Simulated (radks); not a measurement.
Ru+, configuration [Kr] 4d7 (the NIST ground configuration).

Calculated with a radial shooting solver on a logarithmic mesh with Libxc functionals: scalar-relativistic Kohn-Sham, LDA (Slater exchange, Perdew-Wang correlation), spin-polarised, spherical densities, finite nucleus; open shells are filled with parallel spins first (spin-orbit coupling, left out, can overturn this in heavy ions); Fermi nuclear charge, rms radius 4.4809 fm.

Energy parts (eV):
part                       energy
total                 -123157.983
kinetic                127316.453
electron-nucleus      -296902.046
Hartree                 49930.756
exchange-correlation    -3503.147

Orbitals (lengths in bohr, moments of r in powers of bohr; r(max) is where P^2 peaks):
orbital,occ.,eigenvalue (eV),<r^4>,r(max)
1s up,1,-21914.96,5.930e-06,0.02174
1s down,1,-21914.96,5.930e-06,0.02174
2s up,1,-3158.063,0.001080,0.1231
2s down,1,-3157.674,0.001080,0.1231
2p up,3,-2831.240,0.0007723,0.09825
2p down,3,-2830.935,0.0007722,0.09825
3s up,1,-561.6490,0.05360,0.3621
3s down,1,-561.3730,0.05352,0.3621
3p up,3,-454.2606,0.05824,0.3551
3p down,3,-453.9602,0.05812,0.3551
3d up,5,-280.8858,0.05994,0.3006
3d down,5,-280.4841,0.05971,0.3006
4s up,1,-84.6060,2.111,0.9138
4s down,1,-82.8523,2.099,0.9119
4p up,3,-54.7694,3.428,0.9824
4p down,3,-52.9333,3.430,0.9800
4d up,5,-13.5247,21.51,1.216
4d down,2,-11.7728,25.41,1.216
5s up,0,-11.1854,154.2,2.555
5s down,0,-10.3021,179.1,2.619
5p up,0,-6.4808,423.6,3.183
5p down,0,-5.9574,514.9,3.319

The highest occupied level is 4d down at -11.773 eV. Spin moment in Bohr magnetons: 3. For comparison, the ionisation energy in NIST's Atomic Spectra Database is 16.8 eV (semi-empirical). In exact Kohn-Sham theory the highest level is minus the ionisation energy, but local and semilocal functionals leave it too shallow, through self-interaction and a potential that decays too fast; potentials with the right tail come closer. Summed over all electrons, <r^2> = 37.66 bohr^2, which gives a Langevin (diamagnetic) susceptibility term of -29.8 x 10^-6 cm^3/mol.
